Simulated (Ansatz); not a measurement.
Reactions of `[SiH3][N]([SiH3])[InH2]`.

Isolated molecules relaxed with PBE0-D4/def2-TZVP in Ansatz; ΔE leaves out vibrations. CBS: MP2 limit from def2 TZ/QZ plus the TZ coupled-cluster correction, frozen cores. This one scheme is used for every species. DFT in def2-TZVPP. def2 core potentials past Kr. For In outer-core shells are correlated without core-valence functions, which leaves a few kJ/mol of doubt a bond.

```tsv
reaction	ωB97M-V (kcal/mol)	CCSD(T)/CBS(def2) (kcal/mol)
`[SiH3][N]([SiH3])[InH2]` + CH₃SH → `C[S][InH2]` + `[SiH3]N[SiH3]`	-12.7	-10.9
`[SiH3][N]([SiH3])[InH2]` + `C=N` → `C=[N][InH2]` + `[SiH3]N[SiH3]`	10.8	12.9
`[SiH3][N]([SiH3])[InH2]` + H₂ → `[InH3]` + `[SiH3]N[SiH3]`	4.1	8.9
`[SiH3][N]([SiH3])[InH2]` + silanol → `[SiH3][O][InH2]` + `[SiH3]N[SiH3]`	-5.1	-3.8
```

Largest T1 diagnostic: 0.015, for `[SiH3][O][InH2]`.
